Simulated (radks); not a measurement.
Values are calculated unless marked as measured or tabulated.
Problem. The mean radii <r> (bohr) of the occupied orbitals of an atom or ion are listed with their occupations. Level of theory: Dirac Kohn-Sham, BLYP, spin-unpolarised, spherical densities, finite nucleus; Fermi nuclear charge, rms radius of each element as measured or else 0.836 A^(1/3) + 0.57 fm (a radial shooting solver on a logarithmic mesh with Libxc functionals).

orbital  occ.      <r>
1s1/2       2  0.02666
2s1/2       2   0.1142
2p1/2       2  0.09619
2p3/2       4   0.1020
3s1/2       2   0.3061
3p1/2       2   0.2962
3p3/2       4   0.3079
3d3/2       4   0.2787
3d5/2       6   0.2824
4s1/2       2   0.7164
4p1/2       2   0.7454
4p3/2       4   0.7732
4d3/2       4   0.8678
4d5/2       6   0.8785
5s1/2       2    1.764
5p1/2       2    2.007
5p3/2       1    2.087
6s1/2       2    4.322

Name the element and its charge. Open shells, if any, fill j = l - 1/2 first.

Solution. Z = 54, xenon, charge +1: Xe+ in [Kr] 4d10 5s2 5p3 6s2. The 1s radius gives Z: for a bare nucleus <r> = (2 gamma + 1)/(2Z) with gamma = sqrt(1 - (Z/c)^2), 0.02628 bohr for Z = 54, and screening makes it slightly larger (0.02666 here). The occupations add up to 53, and the charge is Z minus that.
